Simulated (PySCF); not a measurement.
Cl6OSi2, charge +1, doublet, at a GFN2-xTB geometry (a state made from the parent by changing its charge; the spin is typed, not shown lowest); R2SCAN/STO-3G in PySCF.

Input for PySCF:
```python
from pyscf import gto, scf, dft

mol = gto.Mole()
mol.atom = '''
    Cl    2.32079976    0.13500470   -1.77481537
    Si    1.57674114    0.40439766    0.06688986
    Cl    2.42962633   -0.81594192    1.40906425
    Cl    1.65696001    2.32428365    0.63757071
    O     0.00000000    0.00000000    0.00000000
    Si   -1.57674114   -0.40439766   -0.06688986
    Cl   -2.25203403    0.19739104   -1.85571735
    Cl   -2.48361902    0.55495521    1.44151609
    Cl   -1.67173305   -2.39569269    0.14238167
'''
mol.basis = 'sto-3g'
mol.charge = 1
mol.spin = 1
mol.verbose = 5
mol.build()

mf = dft.UKS(mol)
mf.xc = 'r2scan'
mf.kernel()
```

What the program printed (banner, timings and long lists left out):

```
PySCF version 2.14.0

[INPUT] verbose = 5
[INPUT] max_memory = 4000
[INPUT] num. atoms = 9
[INPUT] num. electrons = 137
[INPUT] charge = 1
[INPUT] spin (= nelec alpha-beta = 2S) = 1
[INPUT] symmetry False subgroup None
[INPUT] Mole.unit = angstrom
[INPUT] Symbol           X                Y                Z      unit          X                Y                Z       unit  Magmom
[...]
[INPUT] ---------------- BASIS SET ----------------
[INPUT] l, kappa, [nprim/nctr], expnt,             c_1 c_2 ...
[INPUT] Cl
[...]
                                109.5358542       0.5353281423
                                29.64467686       0.4446345422
[...]
                                9.053563477       0.3995128261
                                2.944499834       0.7001154689
[...]
                                0.5940934274      0.2255954336
                                0.232524141       0.900398426
[...]
                                9.053563477       0.6076837186
                                2.944499834       0.3919573931
[...]
                                0.5940934274      0.5951670053
                                0.232524141       0.462001012
[INPUT] Si
[...]
                                74.28083305       0.5353281423
                                20.10329229       0.4446345422
[...]
                                5.389706871       0.3995128261
                                1.752899952       0.7001154689
[...]
                                0.4125648801      0.2255954336
                                0.1614750979      0.900398426
[...]
                                5.389706871       0.6076837186
                                1.752899952       0.3919573931
[...]
                                0.4125648801      0.5951670053
                                0.1614750979      0.462001012
[INPUT] O
[...]
                                23.808861         0.53532814
                                6.4436083         0.44463454
[...]
                                1.1695961         0.39951283
                                0.380389          0.70011547
[...]
                                1.1695961         0.60768372
                                0.380389          0.39195739

nuclear repulsion = 1350.77419958784
number of shells = 43
number of NR pGTOs = 231
number of NR cGTOs = 77
basis = sto-3g
ecp = {}

******** <class 'pyscf.dft.uks.UKS'> ********
method = UKS
initial guess = minao
damping factor = 0
level_shift factor = 0
DIIS = <class 'pyscf.scf.diis.CDIIS'>
diis_start_cycle = 1
diis_space = 8
diis_damp = 0
SCF conv_tol = 1e-09
SCF conv_tol_grad = None
SCF max_cycles = 50
direct_scf = True
direct_scf_tol = 1e-13
number electrons alpha = 69  beta = 68
XC library pyscf.dft.libxc version 7.1.2
    S. Lehtola, C. Steigemann, M. J. T. Oliveira, and M. A. L. Marques,  SoftwareX 7, 1–5 (2018)
XC functionals = r2scan
    J. W. Furness, A. D. Kaplan, J. Ning, J. P. Perdew, and J. Sun,  J. Phys. Chem. Lett. 11, 8208–8215 (2020)
    J. W. Furness, A. D. Kaplan, J. Ning, J. P. Perdew, and J. Sun,  J. Phys. Chem. Lett. 11, 9248–9248 (2020)
    J. W. Furness, A. D. Kaplan, J. Ning, J. P. Perdew, and J. Sun,  J. Phys. Chem. Lett. 11, 8208–8215 (2020)
    J. W. Furness, A. D. Kaplan, J. Ning, J. P. Perdew, and J. Sun,  J. Phys. Chem. Lett. 11, 9248–9248 (2020)
radial grids:
    Treutler-Ahlrichs [JCP 102, 346 (1995); DOI:10.1063/1.469408] (M4) radial grids

becke partition: Becke, JCP 88, 2547 (1988); DOI:10.1063/1.454033
pruning grids: <function nwchem_prune>
grids dens level: 3
symmetrized grids: False
atomic radii adjust function: <function treutler_atomic_radii_adjust>
small_rho_cutoff = 0
Set gradient conv threshold to 3.16228e-05
atom Cl rad-grids = 80, ang-grids = [ 50  50  50  50  50  50  50  50  50  50  50  50  50  50  50  50  50  50
  50  50  50  50  50  50  86  86  86  86  86  86  86  86  86  86  86  86
  86 350 350 350 350 350 350 350 350 350 434 434 434 434 434 434 434 434
[...]
 -7.14425160e+00 -5.45585451e+00 -5.45552898e+00 -3.74456201e+00
 -3.74427669e+00 -3.74418291e+00 -3.74389708e+00 -3.74283603e+00
 -3.74202416e+00 -1.20600519e+00 -1.02338241e+00 -1.00520324e+00
 -9.64627783e-01 -9.63177659e-01 -9.60109591e-01 -9.58704422e-01
 -7.72866622e-01 -6.42967475e-01 -6.14219860e-01 -5.91038777e-01
 -5.90695647e-01 -5.66405503e-01 -5.63202316e-01 -4.87441251e-01
 -4.77511519e-01 -4.74135177e-01 -4.65530623e-01 -4.64339856e-01
 -4.64184602e-01 -4.62883069e-01 -4.60970363e-01 -4.54005791e-01
 -4.50329890e-01 -4.42607168e-01 -4.41761589e-01 -4.40827943e-01
 -4.40493903e-01 -1.87227670e-01 -1.60732148e-01 -7.41036392e-02
 -6.63710818e-02 -6.38938061e-02 -1.48783268e-02 -1.48741596e-02
  1.05970905e-01]
multiplicity <S^2> = 0.75157622  2S+1 = 2.0015756
nelec by numeric integration = [68.99999944 67.9999994 ]
E1 = -7340.344463064121  E2 = 2612.0808739800877  Ecoul = 2831.3145539606644  Exc = -219.2336799805766
cycle= 49 E= -3377.48938949619  delta_E= 8.25e-09  |g|= 0.000405  |ddm|= 8.39e-05

  alpha mo_energy =
[-1.00350974e+02 -1.00350940e+02 -1.00340057e+02 -1.00339986e+02
 -1.00337765e+02 -1.00337747e+02 -6.55142128e+01 -6.55141941e+01
 -1.89955379e+01 -9.40867569e+00 -9.40864352e+00 -9.39854379e+00
 -9.39847702e+00 -9.39632937e+00 -9.39631155e+00 -7.17251692e+00
 -7.17248595e+00 -7.16265146e+00 -7.16258720e+00 -7.16048102e+00
 -7.16046605e+00 -7.16023750e+00 -7.16021036e+00 -7.15669157e+00
 -7.15665991e+00 -7.14944876e+00 -7.14937718e+00 -7.14705812e+00
 -7.14704287e+00 -7.14671415e+00 -7.14664834e+00 -7.14462367e+00
 -7.14460601e+00 -5.45566838e+00 -5.45534451e+00 -3.74420972e+00
 -3.74395951e+00 -3.74391105e+00 -3.74365944e+00 -3.74255555e+00
 -3.74174592e+00 -1.22775551e+00 -1.02639268e+00 -1.01000221e+00
 -9.69583634e-01 -9.68049816e-01 -9.64060334e-01 -9.62685303e-01
 -7.78423833e-01 -6.45440959e-01 -6.17654251e-01 -6.06315706e-01
 -5.94722624e-01 -5.69106495e-01 -5.65201640e-01 -5.04520929e-01
 -4.96179479e-01 -4.85700057e-01 -4.75930210e-01 -4.70774223e-01
 -4.70334068e-01 -4.67226983e-01 -4.65078958e-01 -4.61534640e-01
 -4.58610844e-01 -4.54955326e-01 -4.49725938e-01 -4.45658769e-01
 -4.44896746e-01 -1.89957616e-01 -1.62328052e-01 -7.75151292e-02
 -6.62350126e-02 -6.39928473e-02 -2.15270678e-02 -1.64853481e-02
  1.00368068e-01]
  beta  mo_energy =
[-1.00350167e+02 -1.00350134e+02 -1.00339457e+02 -1.00339387e+02
 -1.00337195e+02 -1.00337177e+02 -6.55143969e+01 -6.55143782e+01
 -1.89894549e+01 -9.40802893e+00 -9.40799745e+00 -9.39806168e+00
 -9.39799586e+00 -9.39587081e+00 -9.39585317e+00 -7.17193278e+00
 -7.17190217e+00 -7.16222737e+00 -7.16216398e+00 -7.16006917e+00
 -7.16004835e+00 -7.15810105e+00 -7.15807031e+00 -7.15618277e+00
 -7.15615184e+00 -7.14781606e+00 -7.14774842e+00 -7.14634175e+00
 -7.14627586e+00 -7.14549560e+00 -7.14548159e+00 -7.14426841e+00
 -7.14425029e+00 -5.45585567e+00 -5.45553049e+00 -3.74456314e+00
 -3.74427817e+00 -3.74418398e+00 -3.74389856e+00 -3.74283740e+00
 -3.74202567e+00 -1.20601113e+00 -1.02338295e+00 -1.00520369e+00
 -9.64628180e-01 -9.63178086e-01 -9.60109232e-01 -9.58704379e-01
 -7.72871194e-01 -6.42967710e-01 -6.14220759e-01 -5.91040282e-01
 -5.90697466e-01 -5.66406007e-01 -5.63202383e-01 -4.87441676e-01
 -4.77514910e-01 -4.74137032e-01 -4.65530921e-01 -4.64340292e-01
 -4.64185337e-01 -4.62882703e-01 -4.60970197e-01 -4.54005869e-01
 -4.50329697e-01 -4.42607729e-01 -4.41761405e-01 -4.40828580e-01
 -4.40495470e-01 -1.87228732e-01 -1.60732395e-01 -7.41056914e-02
 -6.63725408e-02 -6.38948089e-02 -1.48797566e-02 -1.48760509e-02
  1.05966721e-01]
multiplicity <S^2> = 0.75157677  2S+1 = 2.0015761
nelec by numeric integration = [68.99999944 67.9999994 ]
E1 = -7340.345171663237  E2 = 2612.0815822830928  Ecoul = 2831.315281869152  Exc = -219.23369958605895
cycle= 50 E= -3377.4893897923  delta_E= -2.96e-07  |g|= 0.000246  |ddm|= 0.00321
SCF not converged.
SCF energy = -3377.4893897923 after 50 cycles  <S^2> = 0.75157677  2S+1 = 2.0015761
```

The run did not converge; its last values are not results.
